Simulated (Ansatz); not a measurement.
`N[CH2][GeH3]` → C• + Ge• + 7 H• + N•  (atomization)

Calculated with Ansatz (gas phase, PBE0-D4/def2-TZVP geometries, no zero-point term in ΔE). CBS: MP2 limit from def2 TZ/QZ plus the TZ coupled-cluster correction, frozen cores. This one scheme is used for every species, atoms too. Functionals use def2-TZVPP. HSE06 is defined as in plane-wave codes. Open shells (•) are unrestricted, without spin–orbit coupling. Spin–orbit coupling would lower the free atoms: a little for C; clearly for Ge. Bonds to Ge are less sure, by a few kJ/mol each and by 10 to 20 or more in all where they break to atoms, as the def2 sets lack core-valence functions. Scalar relativity is left out up to krypton. One conformer a species, not always the lowest.

| level | ΔE (kJ/mol) | difference from CCSD(T)/CBS |
| --- | --- | --- |
| revPBE-D4 | 3135.4 | -51.6 |
| BHLYP-D4 | 3105.1 | -81.9 |
| CAM-B3LYP-D4 | 3195.6 | 8.6 |
| ωB97M-V | 3176.5 | -10.5 |
| PBE | 3187.9 | 0.9 |
| revPBE | 3086.6 | -100.4 |
| r2SCAN | 3162.7 | -24.3 |
| PBE0 | 3150.0 | -37.0 |
| r2SCANh | 3147.9 | -39.1 |
| HSE06 | 3152.1 | -34.9 |
| LC-ωPBE | 3154.9 | -32.1 |
| HF/def2-SVP | 2275.0 | -912.0 |
| CCSD(T)/def2-TZVPP | 3112.4 | -74.6 |
| SCS-MP2/def2-QZVPP | 3181.3 | -5.7 |
| MP2/CBS(def2) | 3177.5 | -9.5 |
| CCSD/CBS(def2) | 3149.4 | -37.6 |
| CCSD(T)/CBS | 3187.0 | 0 |

Largest T1 diagnostic among the species: 0.010.

In def2-TZVPP, CCSD(T) changes the Hartree–Fock value by +850.7 kJ/mol (the triples alone add +37.6 kJ/mol) and MP2 by +841.2 kJ/mol; breaking electron pairs costs correlation energy, which Hartree–Fock lacks. From PBE to PBE0 (25 % exact exchange), in def2-TZVPP and without D4, ΔE moves by −37.9 kJ/mol: exact exchange takes away binding that semilocal exchange gives to molecules.

For atomizations the MP2-based limit and the directly extrapolated one differ by several kJ/mol either way, and by 10 to 25 for some Ge, Se and Sn compounds, so smaller differences from it don't rank the levels.
